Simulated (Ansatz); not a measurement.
CH$_{5}$AlOS, relaxed with RKS PBE-D4/def2-SVP in Ansatz 0.2.0 from a rough embedded geometry. The force threshold is 0.03 eV/Å; the program also tests the step.

Charge 0, multiplicity 1. The bonds changed during the relaxation, so this is another structure than the one it started from.

Start:

```xyz
9

O    -0.463    0.241    1.507
C     0.322    0.928    0.614
S    -0.617    1.051   -0.914
Al   -0.458   -1.050   -1.545
H     0.126    0.166    2.380
H     1.313    0.435    0.431
H     0.521    1.980    0.984
H    -1.556   -2.119   -1.028
H     0.812   -1.631   -2.429
```

Task: By how much does the energy fall, and how many steps does the optimiser take? (Estimate.)

Result: The calculation gave: 106.18 kJ/mol, in 14 steps, 2 of them rejected.

Task: Which bonds change most? (An estimate is asked.)

Result: Computed: O1–Al4 from 3.314 to 2.028 Å; O1–C2 from 1.373 to 1.480 Å; S3–Al4 from 2.199 to 2.289 Å; O1–H5 from 1.055 to 0.979 Å.

Task: Give the relaxed structure. (An estimate is asked.)

Result: Computed: 
```xyz
9

O    -0.118   -0.232    0.899
C     0.305    1.109    0.435
S    -0.387    1.275   -1.239
Al   -0.523   -0.990   -0.938
H     0.571   -0.637    1.465
H     1.416    1.143    0.449
H    -0.104    1.871    1.129
H    -1.964   -1.676   -1.013
H     0.805   -1.863   -1.188
```
